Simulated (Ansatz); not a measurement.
```yaml
crystal:
  periodic: [false, false, false]
  atoms:
    - {symbol: C, position_ang: [-0.519529, 0.866298, -0.352680]}
    - {symbol: C, position_ang: [0.751498, 0.852265, 0.070103]}
    - {symbol: Si, position_ang: [0.649128, -0.885873, 0.296065]}
    - {symbol: N, position_ang: [-0.990778, -0.487694, -0.440575]}
    - {symbol: H, position_ang: [-1.187034, 1.644773, -0.623610]}
    - {symbol: H, position_ang: [1.393446, 1.804599, 0.110203]}
    - {symbol: H, position_ang: [1.344370, -1.863408, -0.481776]}
    - {symbol: H, position_ang: [0.447739, -1.439674, 1.677301]}
    - {symbol: H, position_ang: [-1.872445, -0.622458, -0.183142]}
basis:
  gaussian: {orbitals: def2-TZVPP, point_charges: [{charge: -1.00, position_ang: [5.361, 0.388, 0.416]}]}
hamiltonian: {xc: {name: r2SCAN}}
smearing: {width: 0.1}
```

```sh
$ ansatz run in.yaml --threads 2 --pin off --events-out ev --progress --plain --max-ram 4352MiB
```

It prints (some lines left out):

```
Error: YAML parse error: error: line 16 column 1: unknown field `smearing`, expected one of crystal, accuracy, basis, kpoints, hamiltonian, magnetization, projection, total_charge, correlation, batch, efield, external_charges, scf, relax, neb, saddle, md, ramp, phonons, dielectric, real_time, elastic, magnetic_configurations, gw, evaluate, workflow, output, checkpoint, execution
14 |   gaussian: {orbitals: def2-TZVPP, point_charges: [{charge: -1.00…
15 | hamiltonian: {xc: {name: r2SCAN}}
16 | smearing: {width: 0.1}
```

Question: What is wrong with this run?

Answer: The input holds a key that doesn't belong there. The input was rejected before any iteration.
